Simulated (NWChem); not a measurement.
Species: CH2GeO3; SMILES O=C1[O][GeH2][O]1

```xyz
7

O      0.0000     0.0000     2.5102
C      0.0000     0.0000     1.3186
O      0.0000    -1.1054     0.4896
Ge     0.0000     0.0000    -0.9812
O      0.0000     1.1054     0.4896
H     -1.3162     0.0000    -1.7778
H      1.3162     0.0000    -1.7778
```
Atoms are numbered in this order, from 1.

The geometry was optimised at B3LYP/6-31G* (spherical d).

Task: Give the principal values of the shielding tensors (ppm) of O1, C2, O3, Ge4 from KT2/pcSseg-1, GIAO (NWChem), with their diamagnetic and paramagnetic parts as GIAO splits them.

Result: 
| atom | σ11 | σ22 | σ33 | isotropic | diamagnetic | paramagnetic |
|---|---|---|---|---|---|---|
| O1 | -122.4 | -6.4 | 111.3 | -5.8 | 402.6 | -408.5 |
| C2 | -61.6 | 45.3 | 117.3 | 33.7 | 250.9 | -217.2 |
| O3 | 7.7 | 16.5 | 242.2 | 88.8 | 397.0 | -308.2 |
| Ge4 | 1135.4 | 1293.6 | 1578.6 | 1335.9 | 2761.6 | -1425.7 |
